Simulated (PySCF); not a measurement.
Ga(I)(OH)2 (GaH2IO2), SMILES [OH][Ga]([OH])[I].

Geometry optimised at B3LYP-D3(BJ)/def2-SVP. The structure was generated by enumeration; whether it is a known compound was not checked. The def2 effective core potentials stand for the cores of I; spin–orbit coupling is left out. One conformer was computed; it need not be the lowest.

Two levels are set side by side: TDA-PBE/def2-SVPD (PySCF) and TDA-M06-2X/def2-SVPD (PySCF). Vertical, same geometry. The lowest singlet is HOMO→LUMO 99 % with PBE and HOMO→LUMO 91 % with the other functional; states are paired by order. Differences are taken from unrounded values.

```json
[
 {"quantity": "lowest singlet excitation (eV)", "TDA-M06-2X": "5.36"},
 {"quantity": "lowest triplet excitation (TDA) (eV)", "TDA-M06-2X": "5.00"},
 {"quantity": "first bright state (f over 0.05) (eV)", "TDA-M06-2X": "7.33"},
 {"quantity": "its oscillator strength", "TDA-M06-2X": "0.28"}
]
```

What does TDA-PBE give, and how far is it from TDA-M06-2X? (The exact figures need the calculation; the answer reports its results.)


| quantity | TDA-PBE | TDA-PBE minus TDA-M06-2X |
|---|---|---|
| lowest singlet excitation (eV) | 4.42 | -0.94 |
| lowest triplet excitation (TDA) (eV) | 4.07 | -0.94 |
| first bright state (f over 0.05) (eV) | 6.31 | -1.02 |
| its oscillator strength | 0.18 | -0.11 |

A lower first singlet is the usual sign of a functional without exact exchange. Differences between two approximate levels are no errors against the true value.

Rough cost on one machine, each run with all the roots and properties that it gave: TDA-M06-2X against TDA-PBE about 9 times.
